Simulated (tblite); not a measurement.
A tight-binding relaxation on `ClB(Cl)C[C@H](Br)C(Cl)Cl`.

Computed with GFN2-xTB geometry optimisation, gas phase (tblite 0.8.0). Start geometry: from a force field or distance geometry. The command runs a driver script over a list of jobs; the input below is this job's line of settings and its coordinates in Å.

Command:
```bash
OMP_NUM_THREADS=1 python probes_run.py task.json out
```

Input:
```
{"job": {"kind": "relax", "xc": "GFN2-xTB", "basis": "xTB"}, "charge": 0, "multiplicity": 1}
Cl     1.729500    -0.956500     1.985700
B      1.396000     0.417300     0.754300
Cl     2.608100     1.829200     0.825500
C      0.823800    -0.052900    -0.643700
C     -0.530900    -0.676700    -0.415300
Br    -1.193900    -1.233700    -2.143100
C     -1.526800     0.251300     0.240500
Cl    -0.927000     0.743500     1.841900
Cl    -1.861900     1.702800    -0.706200
H      0.833600     0.736000    -1.385900
H      1.505100    -0.862600    -0.997700
H     -0.394300    -1.585500     0.231300
H     -2.465700    -0.311700     0.395000
```

Output:
```
step      E/eV     max force
  0    -871.45830    2.451
  1    -871.64839    1.820
  2    -871.84984    1.092
  3    -871.87788    0.765
  4    -871.90975    0.442
  5    -871.93119    0.470
  6    -871.95282    0.421
  7    -871.96722    0.370
  8    -871.97738    0.347
  9    -871.98654    0.273
... (25 lines left out)
 35    -872.03671    0.033
 36    -872.03685    0.043
 37    -872.03699    0.049
 38    -872.03713    0.033
 39    -872.03723    0.025
 40    -872.03730    0.018
 41    -872.03735    0.021
 42    -872.03739    0.019
 43    -872.03741    0.013
 44    -872.03742    0.007
```

«max force» is the largest atomic force in eV/Å.

From which step on does the largest force stay under 0.1 eV/Å, and how much energy is left to gain from there?

From step 25 (0.082 eV/Å), 4.1 meV above the end.

In short: energy lowered by 13.4 kcal/mol over 44 steps; largest atomic force 0.007 eV/Å at the end.

Where do the atoms end?

0.180 Å rms from the input after alignment:
```
atom  x, y, z in Å
Cl1    1.9324   -0.9881    1.8919
B2     1.6286    0.2751    0.7556
Cl3    2.3351    1.8147    1.0048
C4     0.8539   -0.0661   -0.6087
C5    -0.5128   -0.6982   -0.3770
Br6   -1.2551   -1.3975   -2.0492
C7    -1.5279    0.2734    0.1991
Cl8   -0.9521    0.8104    1.8001
Cl9   -1.7589    1.6921   -0.8457
H10    0.7328    0.8183   -1.2376
H11    1.4590   -0.7788   -1.1775
H12   -0.4329   -1.5628    0.2876
H13   -2.5064   -0.1921    0.3389
```

Hardware: Arm Neoverse N1, one thread, shared host with 64 logical CPUs at a one-minute load of 57. Cost: 0.91 s.
Labels such as C1 count atoms from 1, the log's own numbers from 0.
